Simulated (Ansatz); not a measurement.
`BSBS` at its PBE0-D4/def2-TZVP geometry, where that method's forces vanish. The species carries charge 0 and has multiplicity 1.

```
atom    x (Å)    y (Å)    z (Å)
  B1   0.4231  -1.4429   1.2218
  S2  -0.2566  -1.2086  -0.4108
  B3  -0.2159   0.5962  -0.6016
  S4  -0.8225   1.2756  -2.1309
  H5   0.7654  -0.5098   1.8772
  H6   0.5106  -2.5678   1.6057
  H7   0.2019   1.2914   0.2673
  H8  -0.6061   2.5659  -1.8287
```

Task: For each bond, give half the difference of the two atoms' forces along it (eV/Å; positive pushes the atoms apart) under PBE-D4, r2SCAN-D4, B3LYP-D4, ωB97M-V in def2-TZVPP. (Estimate.)

Result: The calculation gave: 
```tsv
bond	length (Å)	PBE-D4	r2SCAN-D4	B3LYP-D4	ωB97M-V
B1–S2	1.784	0.08	0.09	0.15	0.10
B1–H5	1.191	0.05	-0.05	-0.12	-0.12
B1–H6	1.192	0.05	-0.06	-0.14	-0.13
S2–B3	1.815	0.11	0.06	0.10	0.10
B3–S4	1.780	0.09	0.08	0.13	0.08
B3–H7	1.189	0.03	-0.08	-0.19	-0.19
S4–H8	1.343	0.26	0.01	-0.04	-0.11
```

B3LYP here is the variant with VWN-RPA as its local correlation; programs differ in this.

Computed with Ansatz.
